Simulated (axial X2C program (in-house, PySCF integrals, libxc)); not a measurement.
# Spin–orbit effects along a row: molecules with Be (ions), CCSD(T)

Computed with an axial X2C code built on PySCF integrals, spin-free (one-electron X2C) or two-component (2c: spin–orbit coupling with atomic mean-field Coulomb and Gaunt terms, which also bring small scalar terms), in Dyall basis sets with cores contracted in-house; open shells are unrestricted.

Basis sets: B dyall-v3z, Be dyall-cv3z, C dyall-v3z, F dyall-av3z, Li dyall-cv3z, O dyall-av3z. Frozen shells (counts by l): LiBe⁺ Be 1s, Li 1s, 2 electrons correlated; BeB⁺ B 1s, Be 1s, 4 electrons correlated; BeC⁺ C 1s, Be 1s, 5 electrons correlated; BeO⁺ O 1s, Be 1s, 7 electrons correlated; BeF⁺ F 1s, Be 1s, 8 electrons correlated. Coupled cluster in natural virtuals with an MP2 remainder. Where the outer core of a metal is frozen, bonds come out longer and ionisation energies lower. Frozen cores can differ along the series, which adds to the trend.

| molecule | spin-free state | Re (Å) | ωe (cm⁻¹) | De (eV) | 2c state | Re 2c (Å) | ωe 2c (cm⁻¹) | De 2c (eV) |
| --- | --- | --- | --- | --- | --- | --- | --- | --- |
| LiBe⁺ | M_S = 0, Λ = 0 | 2.629 | 313.7 | 0.59 | Ω = 0 | 2.629 | 313.7 | 0.59 |
| BeB⁺ | M_S = 0, Λ = 0 | 2.201 | 483.7 | 1.71 | Ω = 0 | 2.201 | 483.7 | 1.71 |
| BeC⁺ | ? | ? | ? | ? | ? | ? | ? | ? |
| BeO⁺ | M_S = 1/2, Λ = 1 | 1.428 | 1258.2 | 3.77 | Ω = 3/2 | 1.428 | 1258.1 | 3.77 |
| BeF⁺ | M_S = 0, Λ = 0 | 1.322 | 1437.9 | 6.05 | Ω = 0 | 1.323 | 1437.9 | 6.03 |

Question: Estimate the 2c Re and ωe of BeC⁺ as the mean of its neighbours in the table.

Answer: Re ≈ 1.815 Å, ωe ≈ 870.9 cm⁻¹. The CCSD(T) runs give the row below, so the estimate misses by 0.234 Å and -258.5 cm⁻¹.

```tsv
molecule	spin-free state	Re (Å)	ωe (cm⁻¹)	De (eV)	2c state	Re 2c (Å)	ωe 2c (cm⁻¹)	De 2c (eV)
BeC⁺	M_S = 3/2, Λ = 0	1.580	1129.4	2.65	Ω = 3/2	1.580	1129.4	2.65
```

Fragments in 2c: Be + Li+, B+ + Be, C + Be+, O + Be+, F + Be+. Each entry is the lowest single determinant of a limited PBE0 search at one distance. De goes to single-determinant-based atoms at the same level (for ions the charge split of lowest energy) and is withheld (n/a) where an atom does not fit its ground term or J level. Main or longest-lived isotopes. One determinant is a doubtful description, or other states lie close, for BeB⁺, BeC⁺; these need not be ground states, and all values refer to the states named. With several unpaired electrons the Ω given is that of one determinant, not necessarily of the lowest component. Some light 2c atoms are not at their ground J level, so De misses part of their lowering (0.04 eV or less).
